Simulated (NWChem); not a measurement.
Atomisation of H2B

```
B
H 1 1.2134
H 1 1.2134 2 129.29
```
Charge 0, spin multiplicity 2.

All runs are NWChem calculations. The geometry was optimised at UPBE/def2-SVP, a minimum by its harmonic frequencies.

Basis set: def2-QZVP. The atomisation energy is electronic alone: no zero-point, thermal, spin-orbit or counterpoise terms. No value is extrapolated to the basis-set limit. Free atoms are single determinants with multiplicities B 2, H 2. Correlated methods freeze the same cores in atoms and molecule, 1 orbitals in all.

Costs are rough ratios of processor time within this set of runs, SCF included, with LDA (SVWN5) as 1. Costs are the molecule's.

The correlated methods keep 1 core orbital frozen. B3LYP has NWChem's definition, with VWN1-RPA local correlation. The structure started from a generated list of species. The unpaired electrons of the parent sit in orbitals of symmetry a1 (C2v labels of the run); other states weren't searched. No SCF solution was tested for a lower state. Open-shell Hartree-Fock references start from PBE0 orbitals; any time given for them includes that run. Coupled-cluster values serve here as a point of comparison, not as the truth.

```csv
method,atomisation energy (kcal/mol),relative cost
MP2,(withheld),5
HF,(withheld),under 3
M06-2X,172.6,under 3
BP86,176.6,under 3
B3LYP,174.3,under 3
CCSD(T),168.0,20
r2SCAN,(withheld),under 3
LDA (SVWN5),187.2,1
PBE0,(withheld),under 3
PBE,171.6,under 3
```

### Question
Some entries are withheld; supply them.

### Answer

- MP2, atomisation energy (kcal/mol): 168.9
- HF, atomisation energy (kcal/mol): 143.3
- r2SCAN, atomisation energy (kcal/mol): 175.6
- PBE0, atomisation energy (kcal/mol): 171.9
